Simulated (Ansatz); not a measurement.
One change: `[F][Zr]([F])([Cl])[SeH]` becomes `[F][Zr]([F])([F])[SeH]`.

Ansatz, PBE0-D4/def2-TZVP geometries, multiplicity 1. Each molecule was computed in one conformer, which needn't be the lowest.

Elements past krypton have def2 core potentials. Scalar relativity is left out up to krypton.

| property | `[F][Zr]([F])([Cl])[SeH]` |
| --- | --- |
| LUMO energy (ωB97M-V/def2-TZVPP) / eV | -0.03 |
| size of the dipole moment (PBE/def2-TZVPP) / D | 0.61 |
| HOMO energy (PBE0/def2-TZVPP) / eV | -7.78 |
| LUMO energy (PBE/def2-TZVPP) / eV | -2.98 |
| HOMO energy (ωB97M-V/def2-TZVPP) / eV | -9.85 |
| HOMO–LUMO gap (ωB97M-V/def2-TZVPP) / eV | 9.83 |

What does the change do to each property? (An estimate is asked.)

Computed: 
```csv
property,`[F][Zr]([F])([F])[SeH]`,shift
LUMO energy (ωB97M-V/def2-TZVPP) / eV,0.18,0.21
size of the dipole moment (PBE/def2-TZVPP) / D,0.35,-0.26
HOMO energy (PBE0/def2-TZVPP) / eV,-7.71,0.07
LUMO energy (PBE/def2-TZVPP) / eV,-2.79,0.19
HOMO energy (ωB97M-V/def2-TZVPP) / eV,-9.80,0.05
HOMO–LUMO gap (ωB97M-V/def2-TZVPP) / eV,9.98,0.15
```

With PBE0 the HOMO rises by 0.07 eV and the LUMO rises by 0.20 eV, so the gap widens by about 0.13 eV. PBE moves the HOMO by 0.09 eV and ωB97M-V by 0.05 eV. Dipoles are sizes alone; their direction can turn.

Spin–orbit coupling is left out; it splits and shifts lone-pair levels of the heavy atoms by tenths of an eV.
